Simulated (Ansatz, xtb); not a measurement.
# C6H6OSi: which of two structures lies lower

We compare X, a singlet given by its coordinates, with Y, `C#CC1=C[Si@H](O)C=C1`, a singlet. Both are isolated molecules in the gas phase, relaxed with PBE-D3(BJ)/def2-SVP; the shapes shown needn't be the lowest conformers.

X (Å):

```xyz
14

C    -1.7793    4.0179    3.6210
C    -1.9289    3.0264    2.9094
C    -2.1139    1.8859    2.0917
C    -1.0875    1.1367    1.5631
C     0.3376    1.3609    1.7345
C     1.1381    0.4529    1.0920
O     0.5736   -0.5521    0.3695
Si   -1.1569   -0.3947    0.4680
H    -1.6483    4.8895    4.2464
H    -3.1598    1.6014    1.8798
H    -1.7263   -1.6403    1.0814
H    -1.7098   -0.2136   -0.9154
H     0.7450    2.1902    2.3303
H     2.2399    0.4474    1.0968
```

Close contacts (Å): C1–C2 1.23, C2–C3 1.42, C3–C4 1.38, C4–C5 1.45, C4–Si8 1.88, C5–C6 1.37, C6–O7 1.36, O7–Si8 1.74, C1–H9 1.08, C3–H10 1.10, C5–H13 1.10, C6–H14 1.10, Si8–H11 1.50, Si8–H12 1.50.

Y (Å):

```xyz
14

C    -1.0552    2.2760   -3.6882
C    -1.2472    1.5989   -2.6831
C    -1.4581    0.7811   -1.5344
C    -1.9297    1.2291   -0.3256
C    -1.3660   -1.4270   -0.4957
C    -1.1532   -0.6922   -1.6154
O    -1.2511   -0.1756    2.2861
Si   -2.0677   -0.2647    0.8161
H    -0.8911    2.8847   -4.5665
H    -2.1874    2.2855   -0.1669
H    -3.4772   -0.5887    1.2112
H    -0.3060    0.0440    2.2074
H    -1.1797   -2.5104   -0.4646
H    -0.7811   -1.0971   -2.5718
```

Quicker runs give these differences E(Y) − E(X): GFN2-xTB +13.5 kcal/mol; HF/STO-3G +7.4 kcal/mol (at GFN2-xTB geometries); r2SCAN-D4/def2-SVP −6.7 kcal/mol (at GFN2-xTB geometries).

**Question.** Estimate E(Y) − E(X) at the level CCSD(T)/def2-SVP + ΔMP2/def2-TZVPP.

**Answer.** Calculated at CCSD(T)/def2-SVP + ΔMP2/def2-TZVPP: E(Y) − E(X) = −15.2 kcal/mol, so structure Y lies lower.

How the difference moves with the method:

| level | geometry | E(Y) − E(X) (kcal/mol) | departure from the last row (kcal/mol) | job, with rough time for the two |
| --- | --- | --- | --- | --- |
| GFN2-xTB | GFN2-xTB | +13.5 | +28.7 | optimisation, 0.5 s |
| HF/STO-3G | GFN2-xTB | +7.4 | +22.6 | single point, 0.4 s |
| r2SCAN-D4/def2-SVP | GFN2-xTB | −6.7 | +8.5 | single point, 4.2 s |
| PBE-D3(BJ)/def2-SVP | PBE-D3(BJ)/def2-SVP | −4.6 | +10.6 | optimisation, 28 s |
| HF/def2-SVP | PBE-D3(BJ)/def2-SVP | −11.5 | +3.6 | part of the CCSD(T) run |
| MP2/def2-SVP | PBE-D3(BJ)/def2-SVP | −12.3 | +2.9 | part of the CCSD(T) run |
| CCSD(T)/def2-SVP | PBE-D3(BJ)/def2-SVP | −11.2 | +4.0 | single point |
| CCSD(T)/def2-SVP + ΔMP2/def2-TZVPP | PBE-D3(BJ)/def2-SVP | −15.2 |  | single point, 97 s |

GFN2-xTB, HF/STO-3G put the two in the other order. The largest departure from CCSD(T)/def2-SVP + ΔMP2/def2-TZVPP is that of GFN2-xTB, 28.7 kcal/mol. The last row adds to CCSD(T) the change of the MP2 difference between the two basis sets, here −4.0 kcal/mol, a large step that makes the value less sure.

With thermal terms from frequencies at re-optimised GFN2-xTB minima (ideal gas, soft modes damped towards free rotors, one conformer each, 298.15 K, 1 atm): on the last row, ΔE + ΔZPE = −14.3, ΔH = −14.1, ΔG = −14.6 kcal/mol.

The correlated steps freeze 12 core orbitals. Mirror images aren't counted in ΔG. Programs: Ansatz 0.2.0, xtb 6.7.1; the last row on 4 threads of Arm Neoverse V1 on a shared host.
